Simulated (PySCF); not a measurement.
Be(Et)(SiH3) (C2H8BeSi), SMILES C[CH2][Be][SiH3].

Geometry: PBE0-D3(BJ)/def2-SVP. The structure was generated by enumeration; whether it is a known compound was not checked. Other conformers were not sampled.

Two levels are set side by side: TDDFT-PBE/def2-SVPD (PySCF) and TDDFT-M06-2X/def2-SVPD (PySCF). Vertical, same geometry. The lowest singlet is HOMO→LUMO 98 % with PBE and HOMO→LUMO 91 % with the other functional; states are paired by order. Differences are taken from unrounded values.

```json
[
 {"quantity": "lowest singlet excitation (eV)", "TDDFT-M06-2X": "4.94", "TDDFT-PBE": "4.58", "TDDFT-PBE minus TDDFT-M06-2X": "-0.35"},
 {"quantity": "lowest triplet excitation (TDA) (eV)", "TDDFT-M06-2X": "4.44", "TDDFT-PBE": "4.10", "TDDFT-PBE minus TDDFT-M06-2X": "-0.34"},
 {"quantity": "first bright state (f over 0.05) (eV)", "TDDFT-M06-2X": "6.56", "TDDFT-PBE": "5.79", "TDDFT-PBE minus TDDFT-M06-2X": "-0.77"},
 {"quantity": "its oscillator strength", "TDDFT-M06-2X": "0.07", "TDDFT-PBE": "0.06", "TDDFT-PBE minus TDDFT-M06-2X": "-0.01"}
]
```

A lower first singlet is the usual sign of a functional without exact exchange. Differences between two approximate levels are no errors against the true value.

Rough cost on one machine, each run with all the roots and properties that it gave: TDDFT-M06-2X against TDDFT-PBE about 10 times.
